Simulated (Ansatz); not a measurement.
Single points on C12H4N4⁺, that is TCNQ with one electron fewer.

```yaml
crystal:
  periodic: [false, false, false]
  atoms:
    - {symbol: N, position_ang: [4.279427, -1.768766, -1.014467]}
    - {symbol: C, position_ang: [3.630394, -0.906962, -0.546329]}
    - {symbol: C, position_ang: [2.831405, 0.131527, 0.018088]}
    - {symbol: C, position_ang: [3.523415, 1.239352, 0.591894]}
    - {symbol: N, position_ang: [4.083701, 2.157461, 1.067557]}
    - {symbol: C, position_ang: [1.424348, 0.065944, 0.009498]}
    - {symbol: C, position_ang: [0.738609, -1.063011, -0.575689]}
    - {symbol: C, position_ang: [-0.629492, -1.126552, -0.584485]}
    - {symbol: C, position_ang: [-1.424369, -0.066408, -0.008737]}
    - {symbol: C, position_ang: [-2.831446, -0.131436, -0.018295]}
    - {symbol: C, position_ang: [-3.630322, 0.907460, 0.545537]}
    - {symbol: N, position_ang: [-4.279133, 1.769747, 1.013092]}
    - {symbol: C, position_ang: [-3.523496, -1.238818, -0.592902]}
    - {symbol: N, position_ang: [-4.083809, -2.156424, -1.069507]}
    - {symbol: C, position_ang: [-0.738625, 1.062367, 0.576785]}
    - {symbol: C, position_ang: [0.629472, 1.125911, 0.585577]}
    - {symbol: H, position_ang: [1.336213, -1.874985, -1.016587]}
    - {symbol: H, position_ang: [-1.143554, -1.990198, -1.032448]}
    - {symbol: H, position_ang: [-1.336239, 1.874278, 1.017789]}
    - {symbol: H, position_ang: [1.143521, 1.989514, 1.033638]}
basis:
  gaussian: {orbitals: def2-SVP, initial_orbitals: start.molden}
total_charge: 1
magnetization: {spin_polarized: true, initial_magnetization: 1}
hamiltonian: {xc: {name: r2SCAN0}, dispersion: d4}
scf: {omitted_lower_state_checks: [starts]}
output: {orbitals: {seedname: orbitals}}
```

The file start.molden holds the orbitals of an earlier run on this structure, at another level or in another basis.

```sh
$ ansatz run in.yaml --threads 4 --pin off --events-out ev --progress --plain --max-ram 6963MiB
```

Shortened log:

```
Functional definition: r2SCAN0
2528 factors; integrals over basis functions are off by at most 1.5e-3 eV
mean field evaluation 1: about -18427.7915 eV, gradient 4.5e0 eV
mean field evaluation 2: about -18427.8789 eV, gradient 1.4e-1 eV
mean field evaluation 4: about -18428.6105 eV, gradient 8.3e-3 eV
mean field evaluation 8: about -18428.6106 eV, gradient 1.7e-5 eV
mean field -18428.61055571 eV, -677.2389465613 hartree, gradient 1.7e-5 eV, S^2 0.908247; 0 other end points of the search recorded, 0 dependent functions left out
reference -18428.61056424 eV, -677.2389468750 hartree; 52, 51 occupied and 192, 193 virtual orbitals, 2528 factors
Total energy: -18428.84263444 eV, -677.2474752974 hartree
Checks for a lower state left out: starts
```

Run time 25 s (4 threads of Arm Neoverse V2 on a shared host), peak host memory 1.4 GiB.

First input, but with `hamiltonian: {xc: pbe, dispersion: d4}` (abridged; 8.5 s):

```
Functional definition: PBE
mean field -18420.81226554 eV, -676.9523646836 hartree, gradient 3.2e-5 eV, S^2 0.761145
Total energy: -18421.52455018 eV, -676.9785406615 hartree
Checks for a lower state left out: starts
```

The first input with `gaussian: {orbitals: def2-SVP}`, `hamiltonian: {xc: pbe0, dispersion: d4}` (abridged; 14 s):

```
Functional definition: PBE0
mean field evaluation 16: about -18420.5749 eV, gradient 2.8e-2 eV
mean field -18420.57491962 eV, -676.9436423819 hartree, gradient 2.7e-5 eV, S^2 0.826778
Total energy: -18421.18740994 eV, -676.9661509860 hartree
Checks for a lower state left out: starts
```

Geometry: PBE-D4/def2-SVP, that of the neutral singlet.

At r2SCAN0-D4/def2-SVP the charge 1 doublet is spin-contaminated (final ⟨S²⟩ up to 0.91, 0.75 for a pure state).
